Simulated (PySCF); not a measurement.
Computed shifts of a molecule C4H6F2, B3LYP/pcSseg-1 run with PySCF, GIAO, gas phase, atoms alike by connectivity averaged where their shifts nearly agree, in ppm (number of nuclei): ¹⁹F: -200.2 (2). ¹³C: 81.1 (2), 45.1 (2). ¹H: 4.58 (2), 2.99 (2), 2.57 (2). References: ¹⁹F against CFCl3 (σ = 161.7 ppm); ¹³C against TMS (σ = 181.3 ppm); ¹H against TMS (σ = 31.68 ppm), references at their B3LYP-D3(BJ)/def2-TZVP geometries, non-relativistic. The structure is a stationary point at PBE0-D3(BJ)/def2-SVP. Other conformers were not sampled.

**Question.** Identify the compound among the candidates.
A) F[C@H]1C[C@@H](F)C1
B) C[C@H]1[C@@H](F)[C@H]1F
C) C[C@@H]1CC1(F)F
D) C=C(F)[C@H](C)F

**Answer.** A, F[C@H]1C[C@@H](F)C1
